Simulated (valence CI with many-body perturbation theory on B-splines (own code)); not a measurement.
## Energy levels of Sb³⁸⁺

Computed by relativistic CI+MBPT: three valence electrons over a frozen Dirac-Fock core [Ne], radial functions for each j: 11 s, 11 p, 10 d, 8 f, 5 g, 2 h, with the one-electron correlation potential Σ1, the two-electron term Σ2, the three-electron term Σ3, Breit, model QED; selected CI, second order for the rest, scaled by the run's own slope (own B-spline code, finite nucleus).

The last digits are not significant, and no measured levels were compared; by estimate large intervals hold to a few tenths of a per cent, small ones and those within an open d or f shell to about a per cent.

Levels 46 to 90 of 154, with energies above the lowest level, (3s^2 3p1/2) J=1/2. "Leading %" is the weight of the configuration and term that name the level; weights of strongly mixed levels are sums over their largest components and can fall short. In the jj column 3d3/2^4 stands for four electrons in 3d with j = 3/2. Lifetimes count E1, E2, E3, M1 and M2 decay at the calculated energies, and are blank where another channel may lead or the interval is too uncertain; long ones can be off by a factor of two.

| No. | Configuration | Term | J | E (× 10³ cm⁻¹) | Leading % | Second component | Lifetime | Leading jj |
| --- | --- | --- | --- | --- | --- | --- | --- | --- |
| 46 | 3p2 3d | 2F | 7/2 | 3598.3 | 36 | 33 % 3p2 3d 2G | 9.54 ps | 3p1/2 3p3/2 3d3/2 (83 %) |
| 47 | 3p2 3d | 4D | 7/2 | 3684.0 | 41 | 41 % 3p2 3d 4F | 7.44 ps | 3p1/2 3p3/2 3d5/2 (97 %) |
| 48 | 3p2 3d | 2D | 3/2 | 3718.8 | 39 | 26 % 3p2 3d 4D | 3.48 ps | 3p1/2 3p3/2 3d3/2 (58 %) |
| 49 | 3p2 3d | 4P | 5/2 | 3719.9 | 40 | 27 % 3p2 3d 4F | 3.46 ps | 3p1/2 3p3/2 3d3/2 (46 %) |
| 50 | 3p2 3d | 2G | 9/2 | 3729.4 | 53 | 42 % 3p2 3d 4F | 11.4 ps | 3p1/2 3p3/2 3d5/2 (94 %) |
| 51 | 3p2 3d | 4P | 3/2 | 3753.8 | 42 | 40 % 3p2 3d 2P | 4.11 ps | 3p1/2 3p3/2 3d5/2 (58 %) |
| 52 | 3p2 3d | 4P | 1/2 | 3755.5 | 40 | 28 % 3p2 3d 2P | 3.10 ps | 3p1/2 3p3/2 3d3/2 (87 %) |
| 53 | 3p2 3d | 2D | 5/2 | 3768.8 | 46 | 30 % 3p2 3d 4D | 5.19 ps | 3p1/2 3p3/2 3d5/2 (75 %) |
| 54 | 3p2 3d | 2G | 7/2 | 3822.4 | 38 | 33 % 3p2 3d 2F | 7.22 ps | 3p1/2 3p3/2 3d5/2 (69 %) |
| 55 | 3p2 3d | 2F | 5/2 | 3881.7 | 44 | 23 % 3p2 3d 2D | 3.55 ps | 3p1/2 3p3/2 3d5/2 (63 %) |
| 56 | 3p2 3d | 2D | 3/2 | 3902.2 | 36 | 28 % 3s 3d2 4F | 4.34 ps | 3p1/2 3p3/2 3d5/2 (56 %) |
| 57 | 3p2 3d | 2P | 1/2 | 3903.5 | 55 | 29 % 3p2 3d 2S | 5.18 ps | 3p1/2 3p3/2 3d5/2 (86 %) |
| 58 | 3s 3d2 | 4F | 3/2 | 3931.1 | 62 | 24 % 3p2 3d 2D | 2.85 ps | 3s 3d3/2^2 (54 %) |
| 59 | 3s 3d2 | 4F | 5/2 | 3955.7 | 80 | 8 % 3s 3d2 2D | 2.70 ps | 3s 3d3/2^2 (61 %) |
| 60 | 3s 3d2 | 4F | 7/2 | 4022.4 | 94 |  | 3.62 ps | 3s 3d3/2 3d5/2 (87 %) |
| 61 | 3s 3d2 | 4P | 1/2 | 4048.9 | 79 | 8 % 3s 3d2 2S | 2.33 ps | 3s 3d3/2^2 (69 %) |
| 62 | 3s 3d2 | 2D | 5/2 | 4062.1 | 24 | 20 % 3s 3d2 4P | 3.14 ps | 3s 3d3/2 3d5/2 (62 %) |
| 63 | 3s 3d2 | 4F | 9/2 | 4071.4 | 72 | 20 % 3s 3d2 2G | 4.75 ps | 3s 3d3/2 3d5/2 (60 %) |
| 64 | 3s 3d2 | 4P | 3/2 | 4085.4 | 43 | 22 % 3s 3d2 2D | 3.29 ps | 3s 3d3/2 3d5/2 (71 %) |
| 65 | 3s 3d2 | 2F | 7/2 | 4095.8 | 31 | 28 % 3p2 3d 4D | 4.98 ps | 3s 3d3/2 3d5/2 (37 %) |
| 66 | 3p2 3d | 2P | 1/2 | 4098.4 | 24 | 23 % 3s 3d2 2P | 3.08 ps | 3p3/2^2 3d3/2 (44 %) |
| 67 | 3s 3d2 | 4P | 3/2 | 4108.0 | 54 | 14 % 3p2 3d 4P | 2.95 ps | 3s 3d3/2 3d5/2 (65 %) |
| 68 | 3s 3d2 | 4P | 5/2 | 4130.0 | 59 | 17 % 3s 3d2 2F | 3.01 ps | 3s 3d3/2 3d5/2 (62 %) |
| 69 | 3s 3d2 | 2G | 9/2 | 4148.6 | 35 | 29 % 3p2 3d 4F | 5.86 ps | 3s 3d5/2^2 (52 %) |
| 70 | 3s 3d2 | 2G | 7/2 | 4178.0 | 51 | 31 % 3p2 3d 2F | 5.31 ps | 3p3/2^2 3d5/2 (36 %) |
| 71 | 3s 3d2 | 2D | 5/2 | 4239.2 | 42 | 21 % 3s 3d2 2F | 3.80 ps | 3s 3d5/2^2 (69 %) |
| 72 | 3s 3d2 | 2P | 3/2 | 4244.8 | 35 | 25 % 3p2 3d 2D | 3.36 ps | 3p3/2^2 3d5/2 (32 %) |
| 73 | 3s 3d2 | 2D | 3/2 | 4261.2 | 50 | 19 % 3p2 3d 2D | 2.65 ps | 3s 3d5/2^2 (41 %) |
| 74 | 3s 3d2 | 2S | 1/2 | 4279.2 | 26 | 24 % 3p2 3d 2P | 3.56 ps | 3p3/2^2 3d5/2 (58 %) |
| 75 | 3s 3d2 | 2F | 5/2 | 4290.5 | 20 | 19 % 3p2 3d 2D | 2.06 ps | 3p3/2^2 3d3/2 (41 %) |
| 76 | 3s 3d2 | 2G | 9/2 | 4312.8 | 40 | 36 % 3p2 3d 2G | 3.80 ps | 3p3/2^2 3d5/2 (53 %) |
| 77 | 3p2 3d | 2F | 7/2 | 4317.1 | 42 | 27 % 3s 3d2 2G | 2.67 ps | 3p3/2^2 3d3/2 (57 %) |
| 78 | 3s 3d2 | 2P | 1/2 | 4399.7 | 38 | 28 % 3p2 3d 2P | 1.67 ps | 3p3/2^2 3d3/2 (39 %) |
| 79 | 3p2 3d | 2D | 3/2 | 4407.9 | 69 | 14 % 3s 3d2 2P | 2.09 ps | 3p3/2^2 3d3/2 (74 %) |
| 80 | 3s 3d2 | 2F | 7/2 | 4416.8 | 54 | 33 % 3p2 3d 2F | 2.47 ps | 3s 3d5/2^2 (44 %) |
| 81 | 3p2 3d | 2D | 5/2 | 4418.6 | 76 | 11 % 3p2 3d 4D | 3.64 ps | 3p3/2^2 3d5/2 (91 %) |
| 82 | 3s 3d2 | 2S | 1/2 | 4500.3 | 51 | 16 % 3s 3d2 2P | 2.48 ps | 3s 3d5/2^2 (60 %) |
| 83 | 3p2 3d | 2D | 5/2 | 4527.9 | 44 | 38 % 3p2 3d 2F | 2.17 ps | 3p3/2^2 3d5/2 (72 %) |
| 84 | 3p2 3d | 2P | 3/2 | 4557.8 | 41 | 26 % 3s 3d2 2P | 1.99 ps | 3p3/2^2 3d5/2 (61 %) |
| 85 | 3p 3d2 | 4G° | 5/2 | 4604.8 | 64 | 29 % 3p 3d2 2F° | 12.9 ps | 3p1/2 3d3/2^2 (96 %) |
| 86 | 3p 3d2 | 4G° | 7/2 | 4747.3 | 70 | 10 % 3p 3d2 4F° | 13.0 ps | 3p1/2 3d3/2 3d5/2 (95 %) |
| 87 | 3p 3d2 | 2D° | 5/2 | 4779.9 | 29 | 20 % 3p 3d2 4D° | 8.88 ps | 3p1/2 3d3/2 3d5/2 (95 %) |
| 88 | 3p 3d2 | 4F° | 3/2 | 4785.2 | 45 | 30 % 3p 3d2 2D° | 3.58 ps | 3p1/2 3d3/2^2 (53 %) |
| 89 | 3p 3d2 | 4D° | 1/2 | 4795.9 | 55 | 24 % 3p 3d2 2P° | 4.30 ps | 3p1/2 3d3/2^2 (90 %) |
| 90 | 3p 3d2 | 4P° | 1/2 | 4829.5 | 47 | 27 % 3p 3d2 4D° | 7.32 ps | 3p1/2 3d3/2 3d5/2 (100 %) |
